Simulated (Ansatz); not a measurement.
Consider the redistribution: `CO[BH][ZnH]` + `CB(C)Cl` → `C[B](C)[ZnH]` + `COBCl`.

Calculated with Ansatz (gas phase, PBE0-D4/def2-TZVP geometries, no zero-point term in ΔE). CBS: MP2 limit from def2 TZ/QZ plus the TZ coupled-cluster correction, frozen cores. DFT in def2-TZVPP. B3LYP here is the variant with VWN-RPA as its local correlation; programs differ in this. For Zn outer-core shells are correlated without core-valence functions, which leaves a few kJ/mol of doubt a bond. Scalar relativity is left out up to krypton. One conformer a species, not always the lowest.

| level | ΔE (kJ/mol) | difference from CCSD(T)/CBS |
| --- | --- | --- |
| LDA (SPW92) | 16.4 | -0.4 |
| B97M-V | 16.4 | -0.4 |
| PBE0-D4 | 15.8 | -1.0 |
| B3LYP-D4 | 16.0 | -0.8 |
| CAM-B3LYP-D4 | 17.0 | 0.2 |
| PBE0 | 15.9 | -0.9 |
| B3LYP | 15.9 | -0.9 |
| CCSD/def2-SVP | 14.8 | -2.0 |
| HF/def2-TZVPP | 15.4 | -1.4 |
| HF/def2-QZVPP | 15.5 | -1.3 |
| CCSD(T)/CBS | 16.8 | 0 |

Largest T1 diagnostic among the species: 0.016.

Leaving LDA and LC-ωPBE aside and taking each functional with its dispersion term where it has one, the values, not all of them listed here, spread over 2.3 kJ/mol, from r2SCAN-D4 to ωB97X-V.
